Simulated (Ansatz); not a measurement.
A search over several starts for the lowest SCF solution of Mo(NH)2(OH)2 (MoN₂O₂H₄) at the given spin, in a small basis.

```yaml
crystal:
  periodic: [false, false, false]
  atoms:
    - {symbol: Mo, position_ang: [-0.096306, -0.021365, -0.058689]}
    - {symbol: N, position_ang: [-0.047939, 0.315014, 1.642587]}
    - {symbol: H, position_ang: [0.387190, 0.523092, 2.539557]}
    - {symbol: N, position_ang: [1.489958, 0.005761, -0.760637]}
    - {symbol: H, position_ang: [2.501963, 0.119204, -0.773286]}
    - {symbol: O, position_ang: [-1.124214, 1.315884, -0.934371]}
    - {symbol: H, position_ang: [-1.758325, 1.843726, -0.430732]}
    - {symbol: O, position_ang: [-0.846759, -1.754431, -0.270538]}
    - {symbol: H, position_ang: [-0.505570, -2.346884, -0.953892]}
basis:
  gaussian: {orbitals: def2-SVP, initial_orbitals: start.molden}
hamiltonian: {xc: pbe0, dispersion: d4}
output: {orbitals: {seedname: orbitals}}
```

The file start.molden holds the orbitals of an earlier run on this structure, at another level or in another basis.

```sh
$ ansatz run in.yaml --threads 4 --pin off --events-out ev --progress --plain --max-ram 3916MiB
```

Shortened log:

```
Functional definition: PBE0
1204 factors; their error is unknown
mean field evaluation 1: about -8983.7026 eV, gradient 4.4e0 eV
mean field evaluation 2: about -8983.7429 eV, gradient 3.1e-2 eV
mean field evaluation 4: about -8983.7801 eV, gradient 7.8e-5 eV
mean field evaluation 8: about -8975.5733 eV, gradient 5.9e1 eV
mean field evaluation 16: about -8983.7800 eV, gradient 1.9e-1 eV
mean field -8983.78011407 eV, -330.1478297673 hartree, gradient 8.1e-5 eV, S^2 0.000000; 1 other end points of the search recorded, 0 dependent functions left out
reference -8983.78017034 eV, -330.1478318352 hartree; 24, 24 occupied and 83, 83 virtual orbitals, 1204 factors
Total energy: -8983.96776671 eV, -330.1547258744 hartree
```

Run time 1.8 s (4 threads of Arm Neoverse V1 on a shared host).

In the def2 sets Mo takes a core potential; there is no spin–orbit coupling. The restricted singlet is unstable towards broken spin symmetry in Hartree–Fock (as tested in another run); at PBE0-D4/def2-SVP this wasn't settled.
